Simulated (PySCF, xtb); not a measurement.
CH₇Si₂, SMILES [SiH2]C[SiH3] (connectivity only; charge and spin as stated), charge +1, multiplicity 1.

GFN2-xTB in xtb 6.7.1 at its own geometry gives an orbital gap of 3.10 eV.

Coordinates come from a PBE0-D3(BJ)/def2-SVP optimisation. The multiplicity is an assumed one; other spin states were not compared. The isomer is the one that the SMILES or the coordinates give; other isomers of the formula were not compared.

Q: What does M06-2X/def2-TZVPD (PySCF) give? (The exact figures need the calculation; the answer reports its results.)

A: gap 7.82 eV (levels -15.44 and -7.62 eV).
